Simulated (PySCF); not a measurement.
**Steps of a relaxation of [DySF]−**

[DySF]− (singlet in the valence; each metal's 4f electrons, 10 of them, lie in its core potential, out of spins and levels). PySCF 2.14.0, RKS PBE0, Dy lcecp-0-SVP with ECP56, S def2-SVP, F def2-SVP; non-relativistic Hamiltonian with scalar-relativistic core potentials where named; density fitting; no spin-orbit coupling. Origin of the start: template. Columns: position (Å) and force (eV/Å). Energies are counted from the last step; some of the 6 steps are shown. Forces carry noise of the integration grid, about 0.01 to 0.03 eV/Å.

Run from Python with OMP_NUM_THREADS=2. Where DIIS fails, smearing, a level shift and second-order steps follow.
It took 7.4 s on 2 threads of Arm Neoverse V2, with other jobs on the host, from the converged density of the start.

```xyz
3
step 0  E = 0.058 eV
Dy   -0.1594    0.0000   -0.2321    -1.32    0.00   -0.04
S     2.1191    0.0000    0.7876     0.80    0.00    0.32
F    -2.1905    0.0000    0.6769     0.52    0.00   -0.28
```

```xyz
3
step 2  E = 0.002 eV
Dy   -0.2083    0.0000   -0.2048     0.01    0.00    0.03
S     2.1710    0.0000    0.7865     0.02    0.00   -0.02
F    -2.1936    0.0000    0.6508    -0.04    0.00   -0.01
```

```xyz
3
step 3  E = 0.001 eV
Dy   -0.2091    0.0000   -0.1974     0.04    0.00    0.03
S     2.1775    0.0000    0.7835     0.00    0.00   -0.02
F    -2.1993    0.0000    0.6464    -0.04    0.00   -0.01
```

Problem. Where does the relaxation end?

Solution. It converges at step 5 in Cs:
```xyz
3
step 5  E = 0
Dy   -0.2076    0.0000   -0.1633
S     2.2027    0.0000    0.7685
F    -2.2260    0.0000    0.6273
```

Problem. How did the contacts change?

Solution. 
| contact | start (Å) | end (Å) |
| --- | --- | --- |
| Dy1–S2 (S) | 2.496 | 2.584 |
| Dy1–F3 (F) | 2.225 | 2.168 |


An lcecp potential fixes the number of 4f electrons, so in runs with it no electron can move into or out of that shell; real Dy(II) is rare or takes another configuration.
